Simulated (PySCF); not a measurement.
**How methods differ on the excitation energy of Cu²⁺**

Cu²⁺ [Ar] 3d9 (2D) → Cu²⁺ [Ar] 3d8 4s1, s spin flipped, as a difference of total energies. Calculation: PySCF 2.14, in aug-cc-pVTZ-PP with one added diffuse shell each of s, p, d, f, g type with ECP10MDF (7s7p6d4f3g, 113 functions); a scalar-relativistic core potential. Correlated levels: valence: 3s2 3p6 frozen. The calculations carry no spin-orbit coupling.

```csv
method,excitation energy (eV)
UHF,6.265
LDA,8.180
PBE,7.690
PBE0,7.585
r2SCAN,6.937
wB97X,7.767
LC-wPBE,8.008
wB97M-V,7.440
MP2 (valence),8.240
SCS-MP2 (valence),8.061
```

How much does correlation contribute at MP2 (valence)?

8.240 − (6.265) = 1.975 eV, measured against UHF.

The upper determinant mixes two multiplicities, so it lies between the two terms.
